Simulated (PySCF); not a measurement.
C3H8O2Si.
Atom-mapped SMILES: `[CH2:1]=[CH:2][O:3][Si@H:4]([CH3:5])[OH:6]` (hydrogens: H7, H8 on C1; H9 on C2; H10 on Si4; H11, H12, H13 on C5; H14 on O6)

Method: PBE0-D3(BJ)/def2-SVP geometry optimisation, gas phase in PySCF; density fitting, grid level 1; the optimiser is geomeTRIC in internal coordinates, started from a GFN2-xTB structure with every atom displaced at random (about 0.01 Å).

Step 16: E = -15195.5413 eV
```
atom  x, y, z in Å  |  force x, y, z in eV/Å
C1      2.3069    0.2350   -0.0022   -0.068   0.050  -0.058
C2      1.6949   -0.7682    0.6361    0.049   0.044   0.109
O3      0.3890   -1.0806    0.6011    0.016   0.009  -0.115
Si4    -0.7956   -0.5189   -0.4510    0.012  -0.072   0.049
C5     -1.3918    1.1533    0.0985    0.003   0.145  -0.019
O6     -2.0000   -1.6488   -0.3612   -0.116   0.040  -0.075
H7      3.3792    0.3938    0.1141    0.014  -0.081   0.042
H8      1.7728    0.9277   -0.6578   -0.021  -0.001  -0.011
H9      2.2510   -1.4416    1.2978    0.043  -0.009  -0.008
H10    -0.2296   -0.4913   -1.8265    0.047  -0.021   0.017
H11    -2.1311    1.5709   -0.6041    0.006  -0.007   0.018
H12    -1.8479    1.1104    1.1003    0.014  -0.027   0.000
H13    -0.5460    1.8586    0.1510   -0.036  -0.014   0.002
H14    -2.8645   -1.3191   -0.1011    0.039  -0.056   0.049
```

Step 17: E = -15195.5475 eV
```
atom  x, y, z in Å  |  force x, y, z in eV/Å
C1      2.2973    0.2362   -0.0084    0.035   0.013  -0.006
C2      1.6858   -0.7591    0.6415   -0.076  -0.009   0.056
O3      0.3854   -1.0945    0.5877    0.010   0.046  -0.114
Si4    -0.7981   -0.5199   -0.4621    0.001  -0.117   0.067
C5     -1.3887    1.1484    0.1058    0.021   0.163  -0.053
O6     -2.0055   -1.6517   -0.4040   -0.088   0.125  -0.053
H7      3.3678    0.3836    0.1368    0.017   0.009  -0.005
H8      1.7822    0.9156   -0.6932   -0.014  -0.032   0.016
H9      2.2399   -1.4135    1.3239    0.040   0.005  -0.008
H10    -0.2337   -0.4690   -1.8369    0.051  -0.038   0.015
H11    -2.1285    1.5718   -0.5929   -0.004  -0.014   0.023
H12    -1.8349    1.1165    1.1119    0.008  -0.051   0.006
H13    -0.5370    1.8475    0.1462   -0.033  -0.012   0.014
H14    -2.8446   -1.3305   -0.0615    0.031  -0.089   0.042
```

Question: Estimate the geometry and energy of step 18. (The exact step hangs on the optimiser's Hessian estimate; all steps are aligned on step 17, rigid shifts and turns removed.)

Answer: E = -15195.5598 eV, largest force 0.259 eV/Å
```
atom  x, y, z in Å  |  force x, y, z in eV/Å
C1      2.2783    0.2362   -0.0093    0.092   0.009   0.018
C2      1.6620   -0.7482    0.6519   -0.120  -0.095  -0.015
O3      0.3744   -1.1256    0.5496    0.028   0.093  -0.043
Si4    -0.8066   -0.5208   -0.4902   -0.040  -0.113   0.052
C5     -1.3716    1.1480    0.1142    0.057   0.098  -0.104
O6     -2.0318   -1.6407   -0.4919    0.054   0.253  -0.018
H7      3.3407    0.4018    0.1760   -0.012   0.044  -0.014
H8      1.7841    0.8763   -0.7447   -0.017  -0.021   0.016
H9      2.2091   -1.3674    1.3725   -0.008   0.009   0.002
H10    -0.2381   -0.4386   -1.8608    0.014  -0.066  -0.001
H11    -2.1160    1.5866   -0.5694   -0.028  -0.027   0.025
H12    -1.7934    1.1262    1.1302   -0.011  -0.073   0.018
H13    -0.5076    1.8320    0.1339   -0.006   0.001   0.033
H14    -2.7960   -1.3846    0.0328   -0.003  -0.112   0.031
```

The energy changes by -0.0124 eV. The first-order estimate −F·Δx gives -0.0173 eV and the mean of the old and new forces, exact on a quadratic surface, -0.0121 eV. The step makes an angle of 77° with the force vector and moves no atom by more than 0.119 Å.

The cost below is that of the whole optimisation. Hardware: one thread of an Arm Neoverse N1 (shared host). Cost: 3.6 min wall, 0.50 GiB resident at most.
